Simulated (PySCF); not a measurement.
**Static response to an electric field**

C₈H₇N.
Structure used (GFN2-xTB), in Å, numbered top down from 1:
```xyz
16
C8H7N angstrom
N      3.437   -1.369    0.920
C      2.429   -0.988    0.529
C      1.192   -0.508    0.033
C      0.139   -1.351   -0.043
C     -1.131   -0.926   -0.696
C     -1.702    0.045    0.292
C     -1.157    1.255    0.469
C      0.083    1.688   -0.112
C      1.153    0.892   -0.321
H      0.208   -2.346    0.373
H     -0.918   -0.418   -1.641
H     -1.797   -1.768   -0.872
H     -2.574   -0.257    0.853
H     -1.656    1.973    1.106
H      0.197    2.752   -0.268
H      2.090    1.335   -0.633
```

Level: CAM-B3LYP/def2-SVPD (PySCF), static field, nuclei fixed, core orbitals frozen in the response. The polarisability tensor in these axes (au):

```
x   119.90  -5.96   3.54
y    -5.96  98.68  -0.60
z     3.54  -0.60  65.60
```

Q: Diagonalise the tensor; give its mean and Δα, where Δα² is half the sum of the squared differences of the eigenvalues.

A: Principal values 65.37, 97.12 and 121.69 au; mean 94.73 au = 14.04 Å³ = 15.62 × 10⁻⁴⁰ C²·m²/J; Δα = 48.91 au (52 % of the mean).

Q: What is the dipole moment, and where does it point?

A: (-4.51, 1.29, -1.25) D, 4.86 D in size, pointing from the negative to the positive side. Measured along this direction, the outermost atoms are N1 at the negative end and H13 at the positive end.

Q: Give the principal axes and the span of the nuclei along them.

A: Largest value along (0.97, -0.25, 0.06), where the nuclei span 6.09 Å; middle along (0.25, 0.97, 0.01), 4.93 Å; least along (-0.06, 0.01, 1.00), 2.80 Å. The response follows the extents in order.

Q: What would n − 1 = 2πNα be for an ideal gas of these molecules at 350 K and 1 atm, electronic part alone?

A: N = p/kT = 2.0968 × 10¹⁹ cm⁻³, so n − 1 = 2π × N × 14.04 × 10⁻²⁴ cm³ = 1849 × 10⁻⁶ at long wavelengths.

Q: In TDDFT the mean static polarisability is Σ f/ω² over all singlet excitations (ω in hartree). How much of it do the 8 lowest give? Their energies (eV) and oscillator strengths: 4.92, 0.0655; 5.16, 0.0102; 6.08, 0.2588; 6.28, 0.3342; 6.81, 0.0002; 6.83, 0.0007; 7.02, 0.0250; 7.11, 0.0751.

A: They add up to 15.23 au, 16.1 % of the 94.73 au; the largest single term is 6.28 au, from the state at 6.28 eV. Terms in order: 2.00, 0.28, 5.18, 6.28, 0.00, 0.01, 0.38, 1.10 au. Higher excitations give the rest. The strengths listed sum to 0.770.

Q: Give the eigenvalues of the traceless quadrupole moment Θ = ½Σq(3rr − r²1), origin at the centre of nuclear charge.

A: -19.83, 4.87, 14.96 D·Å. The values depend on the origin, since the dipole doesn't vanish. The electronic extent ⟨r²⟩ about the same centre is 1135 bohr², a root-mean-square distance of 2.26 Å for the 62 electrons.

Q: Find the Langevin capture rate constant for NO+ (29.998 u) meeting this molecule (117.058 u), k = 2.342 × 10⁻⁹ cm³/s × √(α in Å³ / reduced mass in u).

A: The reduced mass is 23.88 u, so k = 1.80 × 10⁻⁹ cm³/s. The formula leaves out the permanent dipole, which adds to the capture rate.

Geometry: GFN2-xTB, one conformer, isolated molecule.

These values come from a run that also computed excited states. Hardware: one thread of an Arm Neoverse V2, on a shared host. Cost: 66 s of wall time.
